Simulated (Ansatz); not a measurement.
Basis-set extrapolation for C3H9BSi, SMILES `C=CBC[SiH3]` (PBE0-D4/def2-TZVP geometry, frozen core, the Gaussian-basis code of Ansatz). Multiplicity 1, RHF reference.

|  | def2-TZVPP | def2-QZVPP |
| --- | --- | --- |
| HF | -432.504430 | -432.520080 |
| MP2 correlation | -0.726888 | -0.773552 |
| CCSD(T) correlation | -0.821650 | not run |

Energies in hartree. Use E(X) = E(∞) + A·exp(−7.88·√X) for Hartree–Fock and E(X) = E(∞) + B·X^(−2.97) for correlation, with X = 3 and 4, and add CCSD(T) minus MP2 of the smaller set to the MP2 limit.

**Question.** What is the CCSD(T) energy at the basis-set limit?

**Answer.** HF limit: -432.520080 + (-0.015650) × 0.13774 = -432.52224. MP2 limit: -0.773552 + (-0.046664) × 0.74074 = -0.80812. Higher-order term: -0.821650 − (-0.726888) = -0.09476. Total: -433.42512 hartree, 260.0 kJ/mol below CCSD(T)/def2-TZVPP.
